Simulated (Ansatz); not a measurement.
Born–Oppenheimer molecular dynamics of F3GeH (5 atoms, charge 0, multiplicity 1). It starts at the highest image of a converged band, a first-order saddle point between two minima.

Level of theory: Ansatz 0.2.0, RKS PBE-D4/def2-SVP.

```yaml
ensemble: NVE (velocity Verlet)
time_step: 0.5 fs
steps_asked: 200
starting_velocities_drawn_for: 300 K
seed: 11422
```

First frame:

```xyz
5
Properties=species:S:1:pos:R:3
Ge -0.208 -0.013 0.345
H 0.963 -0.002 1.472
F 1.751 0.021 0.323
F -0.669 1.362 -0.630
F -0.643 -1.369 -0.666
```

Task: How far do the bonds stretch over the last three quarters of this one trajectory? (Pairs bonded in most of those frames.)

Result: 
| bond | mean (Å) | spread (Å) | shortest | longest |
| --- | --- | --- | --- | --- |
| Ge1–F4 | 1.776 | 0.023 | 1.74 | 1.81 |
| Ge1–F5 | 1.790 | 0.036 | 1.73 | 1.83 |
| H2–F3 | 0.955 | 0.051 | 0.88 | 1.04 |

Mean temperature of the second half: 2826 K. The conserved energy stayed within 0.59 meV per atom of its start (net change 0.021 meV per atom), so the integration is sound. The kinetic energy rose, since the run started high on the potential surface and went downhill. It ends in pieces (F2Ge + FH), so much of that is their flight and rotation, not heat. A run of 0.1 ps of so small a system gives no equilibrium averages. The orbitals stay closed-shell, which can raise the energy where a bond breaks towards radicals; this wasn't checked here.

Run time: 3.5 min on 1 thread of Intel(R) Xeon(R) Platinum 8488C (Sapphire Rapids), with other jobs on the host, peak memory 0.17 GiB.
